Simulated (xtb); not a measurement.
C3H7, doublet, from a rough starting geometry; GFN2-xTB run with xtb.

xtb was given this input:
```
$ xtb mol.xyz --gfn 2 --uhf 1 --opt vtight --json

# file mol.xyz
10

C      0.06820454     0.64808236     0.01760511
C     -0.02344406    -0.12445536     1.29621593
C      0.00578637    -0.10904074    -1.33848659
H     -0.20502531     1.67111117     0.03105822
H      0.20289698     0.51143451     2.12255325
H      0.26057333     0.50126836    -2.15338896
H     -0.91658656    -0.63193777     1.52791367
H      0.79553133    -0.89361811     1.21891753
H      0.80227365    -0.93058967    -1.24046896
H     -0.93052200    -0.56233516    -1.46381967
```

Output, abridged:

```
   ID    Z sym.   atoms
    1    6 C      1-3
    2    1 H      4-10

           -------------------------------------------------
          |                Calculation Setup                |
           -------------------------------------------------

           -------------------------------------------------
          |                 G F N 2 - x T B                 |
           -------------------------------------------------

          ...................................................
          :                      SETUP                      :
          :.................................................:
          :  # basis functions                  19          :
          :  # atomic orbitals                  19          :
          :  # shells                           13          :
          :  # electrons                        19          :
          :  max. iterations                   250          :
          :  Hamiltonian                  GFN2-xTB          :
          :  restarted?                      false          :
          :  GBSA solvation                  false          :
          :  PC potential                    false          :
          :  electronic temp.          300.0000000     K    :
          :  accuracy                    1.0000000          :
          :  -> integral cutoff          0.2500000E+02      :
          :  -> integral neglect         0.1000000E-07      :
          :  -> SCF convergence          0.1000000E-05 Eh   :
          :  -> wf. convergence          0.1000000E-03 e    :
          :  Broyden damping             0.4000000          :
          :  net charge                          0          :
          :  unpaired electrons                  1          :
          ...................................................

 iter      E             dE          RMSdq      gap      omega  full diag
   1    -10.0382833 -0.100383E+02  0.277E+00    9.84       0.0  T
   2    -10.0573237 -0.190404E-01  0.142E+00    9.90       1.0  T
   3    -10.0577374 -0.413728E-03  0.631E-01    9.94       1.0  T
   4    -10.0578009 -0.634827E-04  0.792E-02    9.94       1.0  T
   5    -10.0578023 -0.135831E-05  0.403E-02    9.95       1.0  T
   6    -10.0578035 -0.119955E-05  0.295E-03    9.94      10.7  T
   7    -10.0578035 -0.166856E-07  0.127E-03    9.94      24.9  T
   8    -10.0578035 -0.529528E-09  0.262E-04    9.94     120.5  T
   9    -10.0578035 -0.114586E-09  0.915E-05    9.94     345.5  T

   *** convergence criteria satisfied after 9 iterations ***

         :::::::::::::::::::::::::::::::::::::::::::::::::::::
         ::                     SUMMARY                     ::
         :::::::::::::::::::::::::::::::::::::::::::::::::::::
         :: total energy              -9.895976548024 Eh    ::
         :: gradient norm              0.117348834973 Eh/a0 ::
         :: HOMO-LUMO gap              9.940788211002 eV    ::
         ::.................................................::
         :: SCC energy               -10.057802445633 Eh    ::
         :: -> isotropic ES            0.003185837995 Eh    ::
         :: -> anisotropic ES          0.003722099527 Eh    ::
         :: -> anisotropic XC          0.007287497029 Eh    ::
         :: -> dispersion             -0.003474624608 Eh    ::
         :: repulsion energy           0.161825897609 Eh    ::
         :: add. restraining           0.000000000000 Eh    ::
         :: total charge               0.000000000000 e     ::
         :::::::::::::::::::::::::::::::::::::::::::::::::::::

      -----------------------------------------------------------
     |                   =====================                   |
     |                        A N C O P T                        |
     |                   =====================                   |
     |               Approximate Normal Coordinate               |
     |                Rational Function Optimizer                |
[...]
 * total energy  :    -9.9078586 Eh     change       -0.1508987E-04 Eh
 * total energy  :    -9.9078796 Eh     change       -0.2095302E-04 Eh
 * total energy  :    -9.9079030 Eh     change       -0.2339260E-04 Eh
 * total energy  :    -9.9079185 Eh     change       -0.1551096E-04 Eh
 * total energy  :    -9.9079277 Eh     change       -0.9175679E-05 Eh
 * total energy  :    -9.9079344 Eh     change       -0.6723058E-05 Eh
 * total energy  :    -9.9079396 Eh     change       -0.5221061E-05 Eh
 * total energy  :    -9.9079432 Eh     change       -0.3551616E-05 Eh
 * total energy  :    -9.9079451 Eh     change       -0.1918192E-05 Eh
 * total energy  :    -9.9079455 Eh     change       -0.4434703E-06 Eh
 * total energy  :    -9.9079456 Eh     change       -0.8635395E-07 Eh
 * total energy  :    -9.9079457 Eh     change       -0.5001775E-07 Eh
   *** GEOMETRY OPTIMIZATION CONVERGED AFTER 19 ITERATIONS ***
         :: total energy              -9.907945657405 Eh    ::
[...]
         5        2.0000           -0.4852874             -13.2053
         6        2.0000           -0.4739035             -12.8956
         7        2.0000           -0.4616397             -12.5619
         8        2.0000           -0.4406942             -11.9919
         9        2.0000           -0.4305160             -11.7149
        10        1.0000           -0.2853564              -7.7649 (HOMO)
        11                          0.1194475               3.2503 (LUMO)
        12                          0.1500016               4.0818
        13                          0.1797257               4.8906
        14                          0.1859286               5.0594
        15                          0.1978395               5.3835
        16                          0.2103876               5.7249
        17                          0.2221338               6.0446
        18                          0.3225042               8.7758
        19                          0.3653415               9.9414
      -------------------------------------------------------------
                  HL-Gap            0.4048038 Eh           11.0153 eV
             Fermi-level           -0.2204453 Eh           -5.9986 eV

     #   Z          covCN         q      C6AA      α(0)
     1   6 C        2.882    -0.072    29.798     8.949
     2   6 C        3.751    -0.096    22.388     6.748
     3   6 C        3.752    -0.096    22.389     6.748
     4   1 H        0.926     0.019     2.751     2.594
     5   1 H        0.924     0.039     2.463     2.454
     6   1 H        0.924     0.039     2.459     2.452
     7   1 H        0.923     0.044     2.395     2.420
     8   1 H        0.925     0.039     2.457     2.451
     9   1 H        0.925     0.039     2.460     2.453
    10   1 H        0.923     0.044     2.397     2.421

 Mol. C6AA /au·bohr⁶  :        671.386112
 Mol. C8AA /au·bohr⁸  :      14020.738610
 Mol. α(0) /au        :         39.690007

Wiberg/Mayer (AO) data.
largest (>0.10) Wiberg bond orders for each atom

 ---------------------------------------------------------------------------
     #   Z sym  total        # sym  WBO       # sym  WBO       # sym  WBO
 ---------------------------------------------------------------------------
     1   6 C    3.281 --     2 C    1.087     3 C    1.087     4 H    0.977
     2   6 C    3.998 --     1 C    1.087     8 H    0.978     5 H    0.973
                             7 H    0.941
     3   6 C    3.998 --     1 C    1.087     9 H    0.979     6 H    0.972
                            10 H    0.941
     4   1 H    1.000 --     1 C    0.977
     5   1 H    0.998 --     2 C    0.973
     6   1 H    0.998 --     3 C    0.972
     7   1 H    0.995 --     2 C    0.941
     8   1 H    0.998 --     2 C    0.978
     9   1 H    0.998 --     3 C    0.979
    10   1 H    0.995 --     3 C    0.941
 ---------------------------------------------------------------------------

Topologies differ in total number of bonds
Writing topology from bond orders to xtbtopo.mol

molecular dipole:
                 x           y           z       tot (Debye)
 q only:       -0.008      -0.127      -0.001
   full:       -0.063      -0.161      -0.001       0.440
molecular quadrupole (traceless):
                xx          xy          yy          xz          yz          zz
 q only:       -0.433      -0.033      -0.390      -0.001      -0.011       0.823
  q+dip:       -0.746      -0.390       0.014      -0.003      -0.013       0.732
   full:       -0.543      -0.219      -0.247      -0.002      -0.013       0.790

optimized geometry written to: xtbopt.xyz

           -------------------------------------------------
          | TOTAL ENERGY               -9.907945657405 Eh   |
          | GRADIENT NORM               0.000112881613 Eh/α |
          | HOMO-LUMO GAP              11.015273389410 eV   |
           -------------------------------------------------

normal termination of xtb
```
